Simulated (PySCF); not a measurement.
Species: C4H5FO2.
Z-matrix (Å and degrees, PBE0-D3(BJ)/def2-SVP geometry), rows numbered from 1:
```
O 
C   1  1.1887
C   2  1.5197  1  137.39
O   3  1.4269  2   89.68  1  -176.55
C   4  1.4282  3   94.49  2    -3.14
C   5  1.5039  2  115.38  1   -68.16
F   6  1.3710  5  109.59  2   -40.81
H   3  1.1044  2  115.70  1   -60.29
H   3  1.1048  2  113.87  1    68.10
H   5  1.1068  2  114.65  1    61.62
H   6  1.1031  5  109.92  2  -160.35
H   6  1.1036  5  109.86  2    79.32
```

Jobs on this species (12 atoms, 54 electrons) with PySCF (density fitting). Hardware of each: Arm Neoverse V2, one thread, shared host. Other jobs ran on the host; a repeat could differ by tens of per cent or more. Peak memory is the resident size of the whole Python process, interpreter and libraries included.

```json
{"level and settings": "delta-SCF UKS PBE, pcX-2 on the ionised atom, pcseg-1 elsewhere, spin-free X2C", "work": "ΔSCF core ionisation, 7 holes", "basis functions": "154", "SCF cycles": "?", "wall time": "?", "peak memory": "?"}
{"level and settings": "delta-SCF UKS B3LYP, pcX-2 on the ionised atom, pcseg-1 elsewhere, spin-free X2C", "work": "ΔSCF core ionisation, 7 holes", "basis functions": "154", "SCF cycles": "?", "wall time": "?", "peak memory": "?"}
{"level and settings": "PBE0-D3(BJ)/def2-SVP, grid level 1", "work": "geometry optimisation from a GFN2-xTB start shaken at random", "basis functions": "123", "SCF cycles": "?", "wall time": "?", "peak memory": "?"}
{"level and settings": "delta-SCF UKS PBE0, pcX-2 on the ionised atom, pcseg-1 elsewhere, spin-free X2C", "work": "ΔSCF core ionisation, 7 holes", "basis functions": "154", "SCF cycles": "118", "wall time": "54 s", "peak memory": "0.61 GiB"}
{"level and settings": "delta-SCF UKS SCAN, def2-TZVP on the ionised atom, pcseg-1 elsewhere, spin-free X2C", "work": "ΔSCF core ionisation, 7 holes", "basis functions": "140", "SCF cycles": "129", "wall time": "46 s", "peak memory": "0.47 GiB"}
{"level and settings": "delta-SCF UKS SCAN, pcX-1 on the ionised atom, pcseg-1 elsewhere, spin-free X2C", "work": "ΔSCF core ionisation, 7 holes", "basis functions": "133", "SCF cycles": "129", "wall time": "41 s", "peak memory": "0.45 GiB"}
{"level and settings": "delta-SCF UKS SCAN, pcX-2 on the ionised atom, pcseg-1 elsewhere, non-relativistic", "work": "ΔSCF core ionisation, 7 holes", "basis functions": "154", "SCF cycles": "131", "wall time": "46 s", "peak memory": "0.66 GiB"}
{"level and settings": "delta-SCF UKS SCAN, pcX-2 on the ionised atom, pcseg-1 elsewhere, spin-free X2C", "work": "ΔSCF core ionisation, 7 holes", "basis functions": "154", "SCF cycles": "130", "wall time": "49 s", "peak memory": "0.57 GiB"}
```

Task: Fill in the missing figures.

Result: 
- delta-SCF UKS PBE, pcX-2 on the ionised atom, pcseg-1 elsewhere, spin-free X2C; ΔSCF core ionisation, 7 holes: 29 s, 0.60 GiB, 128 SCF cycles
- delta-SCF UKS B3LYP, pcX-2 on the ionised atom, pcseg-1 elsewhere, spin-free X2C; ΔSCF core ionisation, 7 holes: 56 s, 0.61 GiB, 119 SCF cycles
- PBE0-D3(BJ)/def2-SVP, grid level 1; geometry optimisation from a GFN2-xTB start shaken at random: 51 s, 0.53 GiB, 75 SCF cycles

Task: What do all jobs in the table cost together?

Result: About 6.2 min; the longest takes about 15 % of that, and about 1.9 times as long as the shortest.
